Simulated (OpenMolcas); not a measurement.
## Cu2+: moving or changing the point charges

Cu2+ among 4 point charges of -1.5 e arranged as a square (D4h), 2.12 Å from the ion.
```
   2.1200    0.0000    0.0000  -1.50
   0.0000    2.1200    0.0000  -1.50
  -2.1200    0.0000    0.0000  -1.50
   0.0000   -2.1200    0.0000  -1.50
```

```json
{
  "Program": "OpenMolcas",
  "Method": "CASSCF",
  "Basis": "ANO-RCC-VDZP [5s4p2d1f]",
  "Scalar Hamiltonian": "DKH2, point nucleus",
  "Active space": "9 electrons in 5 orbitals (3d)",
  "State averaging": "2S+1 = 2 even, 5 roots",
  "Spin-orbit coupling": "RASSI with atomic mean-field integrals over the reference wave functions"
}
```

Runs around this geometry, states (labels of D4, the rotations of D4h). Energies in cm-1 above the lowest state or level, χT in cm3 K/mol.

| R (Å) | q (e) | Ground state | First state of that spin | First gap with spin-orbit (degeneracies) | χT at 300 K |
| --- | --- | --- | --- | --- | --- |
| 2.12 | -1.2 | 2B1 | 2B2 1590 | 2184 (2, 2) | 0.984 |
| 2 | -1.5 | 2B1 | 2B2 2508 | 2969 (2, 2) | 0.833 |
| 2.12 | -1.5 | 2B1 | 2B2 1957 | 2500 (2, 2) | 0.915 |
| 2.35 | -1.5 | 2B1 | 2B2 1245 | 1935 (2, 2) | 1.054 |

Taking the first state of the same spin as R^-n, n = -ln(1245 / 2508) / ln(2.35 / 2) = 4.3 between the shortest and longest distance.

Scaling the charges by -1.2 / -1.5 = 0.80 scales the first state of the same spin by 1590 / 1957 = 0.81; with fixed orbitals a first-order splitting would follow the charge.

This is an electrostatic model: the charges have no orbitals. No measured value stands beside these numbers.
